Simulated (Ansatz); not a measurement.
Ansatz (a first-principles code) input (CCSD(T)/aug-cc-pV(D+d)Z):
A basis named .json is the Basis Set Exchange file of that set.

Ansatz 0.2 input:
```yaml
crystal:
  periodic: [false, false, false]
  atoms:
    - {symbol: B, position_ang: [-0.47385476, -0.09623639, 0.04129655]}
    - {symbol: Cl, position_ang: [0.21204896, 1.52353839, -0.54337814]}
    - {symbol: Cl, position_ang: [0.87262152, -1.30324985, 0.44884886]}
    - {symbol: C, position_ang: [-1.86637075, -0.37904607, 0.16265464]}
    - {symbol: H, position_ang: [-2.23867303, -1.33893063, 0.50861760]}
    - {symbol: H, position_ang: [-2.63322690, 0.34948385, -0.08403041]}
basis:
  gaussian:
    orbitals: aug-cc-pV_D+d_Z.json
total_charge: -1
magnetization: {spin_polarized: false}
correlation: {method: ccsd_t, electrons: outside_noble_gas}
output: {forces: true}
```

Output:

```
Functional definition: HF
integrals: 0.26 GiB planned
1236 factors; integrals over basis functions are off by at most 5.8e-4 eV
mean field: 0.63 GiB planned
mean field evaluation 1: about -26741.3618 eV, gradient 3.1e1 eV
mean field evaluation 2: about -26741.4131 eV, gradient 3.1e1 eV
mean field evaluation 4: about -26744.2896 eV, gradient 2.8e0 eV
mean field evaluation 8: about -26744.3489 eV, gradient 3.2e-1 eV
mean field evaluation 16: about -26741.3608 eV, gradient 3.1e1 eV
mean field -26744.34968404 eV, -982.8367229171 hartree, gradient 3.1e-6 eV, S^2 0.000000; 0 other end points of the search recorded, 0 dependent functions left out
12 core orbitals not correlated
reference -26744.34968404 eV, -982.8367229171 hartree; 12, 12 occupied and 104, 104 virtual orbitals, 1236 factors
densities: 1.28 GiB planned
second order -14.88470930 eV of doubles, -0.00000000 eV of singles
coupled cluster: 0.72 GiB planned
cycle   1  -15.55399252 eV  change   -6.7e-1 eV  update   8.3e-2
cycle   2  -15.88611439 eV  change   -3.3e-1 eV  update   2.5e-2
cycle   3  -15.95366409 eV  change   -6.8e-2 eV  update   1.1e-2
cycle   4  -15.95132016 eV  change    2.3e-3 eV  update   3.4e-3
cycle   5  -15.95090744 eV  change    4.1e-4 eV  update   1.4e-3
cycle   6  -15.95101062 eV  change   -1.0e-4 eV  update   5.7e-4
cycle   7  -15.95105344 eV  change   -4.3e-5 eV  update   2.0e-4
cycle   8  -15.95110235 eV  change   -4.9e-5 eV  update   7.7e-5
cycle   9  -15.95110458 eV  change   -2.2e-6 eV  update   2.7e-5
cycle  10  -15.95109253 eV  change    1.2e-5 eV  update   7.9e-6
cycle  11  -15.95109234 eV  change    1.9e-7 eV  update   3.2e-6
perturbative correction -0.59527356 eV, -0.0218758999 hartree
the calculation of the forces begins
Total energy: -26760.89604994 eV, -983.4447906483 hartree
Atom 0 at    -0.473855    -0.096236     0.041297 Å, force     0.907991     0.184406    -0.079132 eV/Å
Atom 1 at     0.212049     1.523538    -0.543378 Å, force     0.065734     0.183107    -0.065915 eV/Å
Atom 2 at     0.872622    -1.303250     0.448849 Å, force     0.141478    -0.141023     0.047857 eV/Å
Atom 3 at    -1.866371    -0.379046     0.162655 Å, force    -0.581283    -0.118054     0.050659 eV/Å
Atom 4 at    -2.238673    -1.338931     0.508618 Å, force    -0.169101    -0.472985     0.170256 eV/Å
Atom 5 at    -2.633227     0.349484    -0.084030 Å, force    -0.364819     0.364550    -0.123725 eV/Å
Dipole moment:     0.337420     0.068527    -0.029406 e Å
```

It need not be the lowest isomer of its formula. Whether it binds its extra electron was not tested at this geometry.
